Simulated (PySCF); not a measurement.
Bonding in `[SiH3]C[C@]12CCC[C@H]1CCC2`

Species: C9H18Si.
Numbering: `[SiH3:1][CH2:2][C@:3]12[CH2:4][CH2:5][CH2:6][C@H:7]1[CH2:8][CH2:9][CH2:10]2` (hydrogens: H11, H12, H13 on Si1; H14, H15 on C2; H16, H17 on C4; H18, H19 on C5; H20, H21 on C6; H22 on C7; H23, H24 on C8; H25, H26 on C9; H27, H28 on C10)

Structure used (PBE0-D3(BJ)/def2-SVP), in Å, numbered top down from 1:
```xyz
28
C9H18Si angstrom
Si     3.092    0.018   -0.327
C      1.632   -1.155   -0.075
C      0.285   -0.617    0.429
C     -0.732   -1.769    0.592
C     -2.077   -1.171    0.195
C     -1.708   -0.307   -1.008
C     -0.401    0.373   -0.584
C     -0.599    1.691    0.182
C      0.453    1.667    1.285
C      0.439    0.208    1.727
H      3.590    0.590    0.963
H      2.763    1.154   -1.245
H      4.212   -0.759   -0.943
H      1.990   -1.943    0.613
H      1.478   -1.663   -1.045
H     -0.482   -2.586   -0.105
H     -0.715   -2.197    1.607
H     -2.473   -0.539    1.009
H     -2.845   -1.928   -0.025
H     -1.533   -0.957   -1.882
H     -2.488    0.415   -1.295
H      0.252    0.550   -1.453
H     -0.531    2.573   -0.472
H     -1.604    1.709    0.639
H      1.440    1.942    0.876
H      0.246    2.371    2.105
H     -0.438    0.040    2.376
H      1.325   -0.087    2.311
```

Bond orders from the PBE0/pcSseg-1 density (PySCF). Geometry: PBE0-D3(BJ)/def2-SVP, one conformer, isolated molecule.

Q: Where do the orders between heavy atoms depart from those drawn in the SMILES?

A: The largest departure is 0.067, at Si1–C2 (drawn single, 0.933) and C7–C3 (drawn single, 0.933).

Q: Set the Mayer orders of the bonds between heavy atoms beside their lengths.

A: 
| bond | drawn as | length (Å) | Mayer order |
| --- | --- | --- | --- |
| Si1–C2 | single | 1.891 | 0.933 |
| C2–C3 | single | 1.535 | 1.026 |
| C3–C4 | single | 1.545 | 1.012 |
| C4–C5 | single | 1.524 | 1.028 |
| C5–C6 | single | 1.526 | 1.023 |
| C6–C7 | single | 1.533 | 1.037 |
| C7–C8 | single | 1.537 | 0.997 |
| C8–C9 | single | 1.524 | 1.035 |
| C9–C10 | single | 1.524 | 1.028 |
| C7–C3 | single | 1.573 | 0.933 |
| C10–C3 | single | 1.547 | 0.975 |

Bonds between the same two heavy elements. C–C: lowest C7–C3 (0.933, 1.573 Å), highest C6–C7 and C8–C9 (1.037, 1.533 Å). Bonds named together lie within 0.004.

Q: And the bonds to hydrogen?

A: H–Si: 0.94 to 0.95 (3 bonds); C–H: 0.93 to 0.96 (15 bonds).

Q: Sum the orders of all bonds at each heavy atom with more than one neighbour and set the sums beside the valence in the SMILES.

A: Si1 3.758 (drawn 4), C2 3.830 (drawn 4), C3 3.946 (drawn 4), C4 3.940 (drawn 4), C5 3.952 (drawn 4), C6 3.961 (drawn 4), C7 3.918 (drawn 4), C8 3.930 (drawn 4), C9 3.952 (drawn 4), C10 3.901 (drawn 4). Orders between atoms that aren't bonded are not in these sums.

Mayer orders depend on the basis set.
